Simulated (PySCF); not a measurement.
SMILES [F][Be][F] (BeF₂) (CAM-B3LYP/def2-SVP optimised geometry):

```
3

Be     0.000     0.000     0.000
F      1.380     0.000     0.000
F     -1.380     0.000     0.000
```

Calculation: CAM-B3LYP/def2-TZVP (PySCF 2.14.0).

Task: What are the frontier orbital energies and the dipole moment?

Result: HOMO-2 -14.05 eV, HOMO-1 -13.35 eV, HOMO -13.35 eV, LUMO -0.15 eV, LUMO+1 1.83 eV; dipole moment 0.00 D.

On the same geometry PBE/def2-TZVP run with PySCF 2.14.0 gives HOMO-2 -10.32 eV, HOMO-1 -9.69 eV, HOMO -9.69 eV, LUMO -1.38 eV, LUMO+1 0.33 eV; dipole moment 0.00 D.

Meta-Löwdin charges at CAM-B3LYP/def2-TZVP: Be1 1.55, F2 -0.77, F3 -0.77.
